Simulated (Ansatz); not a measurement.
`[CH3][InH][C]#CS` + `C=CF` → `C=[C](F)[InH][CH3]` + `C#CS` at 400 K and 1 bar (formal exchange of groups at the In–C bond).

Computed with Ansatz on PBE0-D4/def2-TZVP structures; ΔE is electronic, products minus reactants. CBS: MP2 limit from def2 TZ/QZ plus the TZ coupled-cluster correction, frozen cores. This one scheme is used for every species. Elements past krypton have def2 core potentials. For In outer-core shells are correlated without core-valence functions, which leaves a few kJ/mol of doubt a bond. Each species was taken in one conformer, which may not be the lowest.

```tsv
species	CCSD(T)/CBS energy (Eh)	H − E (kJ/mol)	S (J/(mol·K))
`[CH3][InH][C]#CS`	-704.67541	196.1	445.0
`C=CF`	-177.66469	132.8	268.3
`C=[C](F)[InH][CH3]`	-407.31865	233.4	430.7
`C#CS`	-475.00020	91.3	281.7
```

H − E and S are ideal-gas, rigid-rotor, harmonic terms from PBE0-D4/def2-TZVP, for one conformer and one mirror image of each species. 1 Eh = 2625.50 kJ/mol, R = 8.31446 J/(mol·K).

Problem. By hand: ΔE, ΔH, ΔS and ΔG.

Solution. ΔE = (-407.31865) + (-475.00020) − (-704.67541) − (-177.66469) = 0.02125 Eh = 55.8 kJ/mol. Δ(H − E) = 233.4 + 91.3 − 196.1 − 132.8 = -4.2, so ΔH = 51.6 kJ/mol. ΔS = 430.7 + 281.7 − 445.0 − 268.3 = -0.9 J/(mol·K). ΔG = 51.6 − 400 × (-0.9)/1000 = 52.0 kJ/mol.

Problem. By hand: the equilibrium constant, and the temperature at which ΔG would vanish if ΔH and ΔS stayed fixed.

Solution. log₁₀ K = −ΔG/(RT ln 10) = -6.8. ΔH and −TΔS have one sign here, so there is no such temperature. One of them is within its doubt of zero, so this could turn.

The number of gas molecules stays the same, so ΔS is small and ΔH decides. A doubt of 5 kJ/mol in ΔE shifts log₁₀ K by 0.7 here. Other conformers and mirror images would add mixing entropy, several J/(mol·K) or more a flexible species. Modes under 60 cm⁻¹, often nearly free rotors, make the harmonic entropy too high. These are equilibria of isolated gas molecules and say nothing of rates. Largest T1 diagnostic: 0.014 (customary marks: 0.02 for closed shells, 0.045 for open ones).
